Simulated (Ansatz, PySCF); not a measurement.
This triplet is an excited state, 1.79 eV above the relaxed singlet at the level B3LYP/cc-pVTZ // PBE0-D3(BJ)/def2-TZVP (Ansatz, an electronic-structure program).

Z-matrix (Å, degrees):
```
C
C 1 1.3438
H 2 1.0847 1 121.36
H 2 1.0851 3 116.48 1 -179.94
H 1 1.0906 2 119.02 3 0.05
Si 1 1.8282 5 113.67 2 179.99
N 6 1.7223 1 117.11 5 0.02
H 7 1.0085 6 120.44 1 107.08
H 7 1.0085 8 110.99 6 -148.77
```
Charge 0, spin multiplicity 3.

Task: Predict the highest occupied spin orbital, total energy and dipole moment from PBE0-D3(BJ)/def2-TZVP (PySCF 2.14.0).

Result: 
* **highest occupied spin orbital**: -4.68 eV
* **total energy**: -423.1585 Ha
* **dipole moment**: 0.330 e·Å
